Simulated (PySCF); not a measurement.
From one molecule to another.

First species: MeOCH2CF3, C3H5F3O.
Atom-mapped SMILES: `[CH3:1][O:2][CH2:3][C:4]([F:5])([F:6])[F:7]` (hydrogens: H8, H9, H10 on C1; H11, H12 on C3)

Structure used (GFN2-xTB), in Å, numbered top down from 1:
```xyz
12
C3H5F3O angstrom
C      1.657   -0.251   -0.115
O      0.634    0.118   -1.021
C     -0.488    0.695   -0.438
C     -1.349   -0.294    0.363
F     -2.577    0.207    0.569
F     -0.845   -0.560    1.580
F     -1.500   -1.466   -0.256
H      2.508   -0.530   -0.731
H      1.367   -1.104    0.506
H      1.928    0.591    0.531
H     -0.229    1.522    0.241
H     -1.107    1.072   -1.257
```

Second species: C2Cl4.
InChI=1S/C2Cl4/c3-1(4)2(5)6

Levels: PBE0/pcSseg-1 for dipole moment, HOMO energy, LUMO energy and HOMO–LUMO gap; GFN2-xTB for rotational constant A and rotational constant C. Geometries: GFN2-xTB. Each structure is a single optimised conformer of the isolated species, non-relativistic unless stated. Electronic properties by PySCF.

The conformers computed, where there is a choice (atom-mapped SMILES and torsion angles):
- `[CH3:1][O:2][CH2:3][C:4]([F:5])([F:6])[F:7]`: C1–O2–C3–C4 -71°, O2–C3–C4–F5 -162°

| property | column X | column Y |
| --- | --- | --- |
| dipole moment | 1.98 D | 0.00 D |
| HOMO energy | -8.13 eV | -7.46 eV |
| LUMO energy | 1.42 eV | -1.09 eV |
| HOMO–LUMO gap | 9.55 eV | 6.37 eV |
| rotational constant A | 4.559 GHz | 1.714 GHz |
| rotational constant C | 1.788 GHz | 0.774 GHz |

Which column belongs to which species?

Column X is the first species and column Y the second. The first has 12 atoms and 58 electrons, the second 6 and 80.

How does each property change from the first species to the second?

dipole moment -1.98 D; HOMO energy +0.67 eV; LUMO energy -2.51 eV; HOMO–LUMO gap -3.18 eV; rotational constant A -2.845 GHz; rotational constant C -1.014 GHz.

On the first: The dipole equals about 6.6 × 10⁻³⁰ C·m (1 D = 3.33564 × 10⁻³⁰ C·m). A dipole of 1.98 D is allowed in C1, and pure rotational transitions are dipole-allowed.

On the second: Point group D2h forbids a permanent dipole, so the rigid molecule has no electric-dipole pure rotational spectrum.
